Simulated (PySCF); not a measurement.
Br3ClSi.
Bonds: Cl1–Si2, Si2–Br3, Si2–Br4, Si2–Br5.

A GFN2-xTB structure was refined with PBE0-D3(BJ)/def2-SVP geometry optimisation, gas phase (PySCF). Its GFN2-xTB values:

```csv
coordinate,GFN2-xTB
Cl1–Si2,2.011 Å
Si2–Br3,2.193 Å
Cl1–Si2–Br3,111.3°
Br3–Si2–Br4,105.9°
```

Task: How do these coordinates change at the PBE0-D3(BJ)/def2-SVP level?

Result: 
```csv
coordinate,PBE0-D3(BJ)/def2-SVP (Å or °),change
Cl1–Si2,2.043,+0.032
Si2–Br3,2.198,+0.005
Br3–Si2–Br4,109.4,+3.5
Cl1–Si2–Br3,109.4,-1.9
```

The energy falls by 0.049 eV over 11 energy and gradient evaluations, the largest force component goes from 0.0211 to 2.7e-04 Eh/bohr, and the atoms move by 0.055 Å rms after alignment. The bond that changes most is Cl1–Si2 (silicon-bound chlorine to chlorine-bound silicon), which lengthens by 0.032 Å. Bonds longer at the end by more than 0.005 Å: 2 of 4; shorter: 1. Rotational constants go from 687.8, 672.8, 513.6 to 679.5, 674.2, 495.6 MHz.

The run used 132 basis functions and 64 SCF cycles in all.

PBE0-D3(BJ)/def2-SVP frequencies: not computed here.
